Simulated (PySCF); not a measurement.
H7FGe2OSi (SMILES O[Si](F)([GeH3])[GeH3]), singlet, at a GFN2-xTB geometry, atoms displaced at random by about 0.03 Å a coordinate; DF-PBE/STO-3G, gradient run with PySCF.

The PySCF input:
```python
from pyscf import gto, scf, dft

mol = gto.Mole()
mol.atom = '''
    O    -0.226755    1.712878    1.276253
    Si   -0.001808    0.685893    0.073176
    F     0.373251    1.684326   -1.153691
    Ge    2.006898   -0.643975    0.390998
    Ge   -1.948807   -0.466317   -0.486028
    H    -0.344395    1.490698    2.167027
    H     2.635484   -0.388038    1.715018
    H     2.967172   -0.482614   -0.618543
    H     1.618678   -2.101560    0.453619
    H    -3.182134   -0.175049    0.441211
    H    -2.469462   -0.263093   -1.837950
    H    -1.806520   -2.001539   -0.334698
'''
mol.basis = 'sto-3g'
mol.charge = 0
mol.spin = 0
mol.verbose = 3
mol.build()

mf = dft.RKS(mol)
mf.xc = 'pbe'
mf = mf.density_fit(auxbasis='def2-universal-jkfit')
mf.kernel()
g = mf.nuc_grad_method()
g.auxbasis_response = False
grad = g.kernel()
```

Write the output that PySCF gives for this input, abridged.


```
converged SCF energy = -4567.97127093826
--------------- DFRKS gradients ---------------
         x                y                z
0 O    -0.0054200058    -0.0843320733     0.0668831495
1 Si    -0.0200864247     0.0624550239     0.0223523191
2 F    -0.0017046377    -0.0174730722     0.0163001783
3 Ge     0.0083594437     0.0229218221    -0.0209572430
4 Ge     0.0420014397     0.0350305244    -0.0086375249
5 H     0.0130210387     0.0384727608    -0.1003145656
6 H     0.0133988326     0.0045885552     0.0293517956
7 H     0.0084701276     0.0016850332    -0.0093568699
8 H    -0.0108138763    -0.0342462845     0.0023426022
9 H    -0.0402034992     0.0072323388     0.0284100715
10 H    -0.0111993599     0.0037181883    -0.0262607648
11 H     0.0030517920    -0.0448013884     0.0051386498
----------------------------------------------
```
